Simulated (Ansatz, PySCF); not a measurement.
Process, species as SMILES: COC(C)=O + 2 C (CH4) + O (H2O) → C=O (CH2O) [formaldehyde] + CC (C2H6) [ethane] + 2 CO (CH4O)
Structures are relaxed separately at B3LYP-D3(BJ)/def2-TZVP in Ansatz (a program for electronic structure), one conformer each, not searched for the lowest.
Geometry of the first species:
```xyz
11

C     -1.8543     0.1696     0.1592
C     -0.4282    -0.1404    -0.2035
O     -0.0723    -0.8339    -1.1211
O      0.4291     0.4670     0.6430
C      1.8231     0.2390     0.3870
H     -2.5223    -0.3365    -0.5316
H     -2.0217     1.2467     0.1188
H     -2.0572    -0.1540     1.1808
H      2.0924     0.5983    -0.6055
H      2.3561     0.7951     1.1531
H      2.0542    -0.8236     0.4535
```
Charge 0, spin multiplicity 1.

Quantity: bond separation energy (enthalpy at 298 K, with B3LYP-D3(BJ) rigid-rotor harmonic-oscillator terms from PySCF), in eV. Cores are frozen in the correlated levels unless marked. No spin-orbit coupling. No relativistic terms. CBS(X,Y): correlation extrapolated as X^-3; Hartree-Fock from the larger set. [CCSD(T)-MP2]/basis is that difference in the basis named.

Level to compare with: RI-MP2/CBS(cc-pVTZ,cc-pVQZ)+[CCSD(T)-MP2]/cc-pVTZ (Ansatz), 2.09 eV. It is a level with limits of its own, and the differences hold the functionals' basis error too.

**Question.** Rank these functionals by how close they come to RI-MP2/CBS(cc-pVTZ,cc-pVQZ)+[CCSD(T)-MP2]/cc-pVTZ, closest first: CAM-B3LYP/def2-TZVPD (Ansatz); r2SCAN/def2-TZVPD (Ansatz); BHLYP/def2-TZVPD (Ansatz).

**Answer.** CAM-B3LYP/def2-TZVPD (range-separated hybrid, 2.08 eV, difference -0.01), BHLYP/def2-TZVPD (global hybrid, 2.03 eV, difference -0.06), r2SCAN/def2-TZVPD (meta-GGA, 2.26 eV, difference 0.17)
